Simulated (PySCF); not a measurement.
[Dy(NH2)4]− relaxed at several levels

Computed with PySCF 2.14.0, def2-SVP on the ligands, density fitting, scalar-relativistic core potentials, no spin-orbit coupling, vacuum. Each row is relaxed at its own level from the same template. Distances are means of the shortest metal–ligand contacts, charges and spins Mulliken's; removal energies are rigid, with the ligand's formal charge and no counterpoise, so too large; for an anion taken off a cation in vacuum most of it is the attraction of opposite charges, and multiply charged cations can part far more cheaply with an electron moved from ligand to metal. lcecp potentials hold a fixed number of 4f electrons in the core, out of states, spins and gaps.

```csv
level,basis on the metal,point group,M–NH2 (Å),charge on M (e),removal of one NH2 (eV),"strongest infrared band, degenerate modes summed (cm⁻¹)",unstable modes (below −25 cm⁻¹)
r2SCAN,lcecp-1-SVP with ECP55,S4,2.259,0.58,5.28,–,not given
```

(1) What does the calculation give for PBE, lcecp-1-SVP with ECP55?

Moved off a saddle point of the template and relaxed again: PBE, r2SCAN. One start shape was tried for each, so a minimum needn't be the lowest isomer.

Answers

(1) point group: S4, M–NH2 (Å): 2.259, charge on M (e): 0.37, removal of one NH2 (eV): 5.25, strongest infrared band, degenerate modes summed (cm⁻¹): 450, unstable modes (below −25 cm⁻¹): 0.
```xyz
13

Dy   -0.0001    0.0000    0.0000
N     1.3656    1.3378    1.2034
H     2.2404    1.0011    1.6337
H     1.3386    2.3472    1.4028
N    -1.3660   -1.2033    1.3378
H    -1.3388   -1.4028    2.3473
H    -2.2396   -1.6347    1.0009
N     1.3656   -1.3378   -1.2034
H     1.3386   -2.3472   -1.4028
H     2.2404   -1.0011   -1.6337
N    -1.3660    1.2033   -1.3378
H    -2.2396    1.6347   -1.0009
H    -1.3388    1.4028   -2.3473
```
